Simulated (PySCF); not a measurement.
# Broadened absorption spectrum of perfluoropropane

Species: perfluoropropane, C₃F₈.
Structure used (GFN2-xTB), in Å, numbered top down from 1:
```
atom  x, y, z in Å
F1     1.1065    1.2012   -1.1677
C2     1.2714    0.3110   -0.1959
F3     1.4835    0.9691    0.9379
F4     2.3524   -0.4048   -0.4685
C5     0.0239   -0.6156   -0.0737
F6     0.2436   -1.5173    0.8979
F7    -0.1353   -1.2891   -1.2252
C8    -1.2886    0.1624    0.2452
F9    -1.5599    1.0441   -0.7102
F10   -2.3104   -0.6755    0.3386
F11   -1.1816    0.8172    1.3957
```

Computed, not measured: TDDFT CAM-B3LYP/def2-SVPD, vertical, gas phase, core orbitals frozen in the response (PySCF 2.14.0, density-fitted response routines).

Broadening: Gaussians 0.5 eV wide at half height, area fixed by f = 4.319×10⁻⁹ ∫ε dν̃. The width is an assumption, not a result. The curve ends short of the highest state used, and states not computed would add to its high-energy end.

E (eV), ε (L mol⁻¹ cm⁻¹) and a bar:
```
     9.42          0 
     9.46          0 
     9.50          0 
     9.54          0 
     9.58          1 
     9.62          1 
     9.67          3 
     9.71          6 
     9.75         11 
     9.79         21 
     9.83         36 #
     9.87         60 #
     9.91         97 #
     9.95        151 ##
     9.99        228 ###
    10.03        332 #####
    10.07        466 #######
    10.11        632 #########
    10.15        827 ############
    10.19       1044 ################
    10.24       1329 ####################
    10.28       1549 #######################
    10.32       1742 ##########################
    10.36       1892 ############################
    10.40       1982 ##############################
    10.44       2005 ##############################
    10.48       1957 #############################
    10.52       1843 ############################
    10.56       1676 #########################
    10.60       1471 ######################
    10.64       1246 ###################
    10.68       1019 ###############
    10.72        805 ############
    10.76        615 #########
    10.80        454 #######
    10.85        299 ####
    10.89        209 ###
    10.93        146 ##
    10.97        105 ##
    11.01         80 #
    11.05         68 #
    11.09         64 #
    11.13         65 #
    11.17         69 #
    11.21         75 #
    11.25         81 #
    11.29         88 #
    11.33         97 #
    11.37        110 ##
    11.42        140 ##
    11.46        181 ###
    11.50        244 ####
    11.54        337 #####
    11.58        468 #######
    11.62        646 ##########
    11.66        874 #############
```

Question: Where are the band maxima, and which computed states make them?

Answer: 119 nm (10.43 eV), ε about 2000, made up of S2 (100%) (ε in L mol⁻¹ cm⁻¹; maxima over ε = 5, shares over 10%). At its high-energy end, 11.66 eV, the curve is still rising (ε about 870, from S4, S5, S6 and S7). The states used: S1 10.17 eV (f 0.0000); S2 10.43 eV (f 0.037); S3 11.29 eV (f 0.0014); S4 11.93 eV (f 0.0074); S5 11.94 eV (f 0.0043); S6 12.00 eV (f 0.032); S7 12.18 eV (f 0.043); S8 12.26 eV (f 0.0000).

Question: Coming from long wavelengths, where does ε first pass 100 L mol⁻¹ cm⁻¹?

Answer: At about 125 nm (9.91 eV), 0.26 eV below S1.

Question: What would ε be at 10.43 eV, the highest of these maxima, with half the width (0.25 eV)?

Answer: About 4010 L mol⁻¹ cm⁻¹ against 2010, a factor of about 2.00; a lone state at its own centre would give exactly 2.

Hardware: x86-64 server, one thread, on a shared host. Cost: 67 s of wall time.
